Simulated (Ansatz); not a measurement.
`C[CH](O)[GeH3]` + `C=CF` → `C=[C](F)[GeH3]` + ethanol at 600 K and 1 bar (formal exchange of groups at a Ge–C bond).

Calculated with Ansatz (gas phase, PBE0-D4/def2-TZVP geometries, no zero-point term in ΔE). CBS: MP2 limit from def2 TZ/QZ plus the TZ coupled-cluster correction, frozen cores. For Ge outer-core shells are correlated without core-valence functions, which leaves a few kJ/mol of doubt a bond. Scalar relativity is left out up to krypton. One conformer a species, not always the lowest.

```csv
species,CCSD(T)/CBS energy (Eh),H − E (kJ/mol),S (J/(mol·K))
`C[CH](O)[GeH3]`,-2232.18474,305.9,431.6
`C=CF`,-177.66469,146.9,296.5
`C=[C](F)[GeH3]`,-2254.97045,203.7,399.6
`CCO`,-154.88256,250.6,328.9
```

H − E and S are ideal-gas, rigid-rotor, harmonic terms from PBE0-D4/def2-TZVP, for one conformer and one mirror image of each species. 1 Eh = 2625.50 kJ/mol, R = 8.31446 J/(mol·K).

Q: By hand: ΔE, ΔH, ΔS and ΔG.

A: ΔE = (-2254.97045) + (-154.88256) − (-2232.18474) − (-177.66469) = -0.00358 Eh = -9.4 kJ/mol. Δ(H − E) = 203.7 + 250.6 − 305.9 − 146.9 = 1.5, so ΔH = -7.9 kJ/mol. ΔS = 399.6 + 328.9 − 431.6 − 296.5 = 0.4 J/(mol·K). ΔG = -7.9 − 600 × (0.4)/1000 = -8.1 kJ/mol.

Q: By hand: the equilibrium constant, and the temperature at which ΔG would vanish if ΔH and ΔS stayed fixed.

A: log₁₀ K = −ΔG/(RT ln 10) = 0.7. ΔH and −TΔS have one sign here, so there is no such temperature. One of them is within its doubt of zero, so this could turn.

The number of gas molecules stays the same, so ΔS is small and ΔH decides. A doubt of 5 kJ/mol in ΔE shifts log₁₀ K by 0.4 here. Other conformers and mirror images would add mixing entropy, several J/(mol·K) or more a flexible species. These are equilibria of isolated gas molecules and say nothing of rates. Largest T1 diagnostic: 0.012 (customary marks: 0.02 for closed shells, 0.045 for open ones).
